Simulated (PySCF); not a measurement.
Run times: germanium in x2c-TZVPPall-2c with one added diffuse shell each of s, p, d type

Measured wall times of calculations with PySCF 2.14 in x2c-TZVPPall-2c with one added diffuse shell each of s, p, d type (7s8p5d1f, 63 functions), with two-component X2C-1e, run from one Python driver. Hardware: 4 threads of Neoverse-V2 on a shared host, 12 GiB allowed. The two-electron integrals over 63 functions were computed once and kept in memory (0.59 CPU seconds with the set-up); the times below exclude them.

Launch command (the driver calls PySCF for each step listed in the task file):

```bash
OMP_NUM_THREADS=4 python sorun2.py TASK.json OUT
```

| species | step | iterations | wall time (s) |
| --- | --- | --- | --- |
| Ge⁺ [Ar] 3d10 4s2 4p1 | GHF, screened spin-orbit | 12 | 0.36 |
| Ge⁺ [Ar] 3d10 4s2 4p1 | GMP2 (13 electrons), screened spin-orbit |  | 0.14 |
| Ge²⁺ [Ar] 3d10 4s2 | GHF, screened spin-orbit | 6 | 0.23 |
| Ge²⁺ [Ar] 3d10 4s2 | GMP2 (12 electrons), screened spin-orbit |  | 0.07 |
| Ge²⁺ [Ar] 3d10 4s2 | GCCSD(T) (12 electrons, 90 virtual spinors), screened spin-orbit |  | 140 |

Question: Roughly how long does GCCSD(T) (13 electrons, 89 virtual spinors), screened spin-orbit take for Ge⁺ [Ar] 3d10 4s2 4p1 here?

Answer: About 180 s.

Peak memory of the process: 4.5 GiB. Times on a shared host vary from run to run.
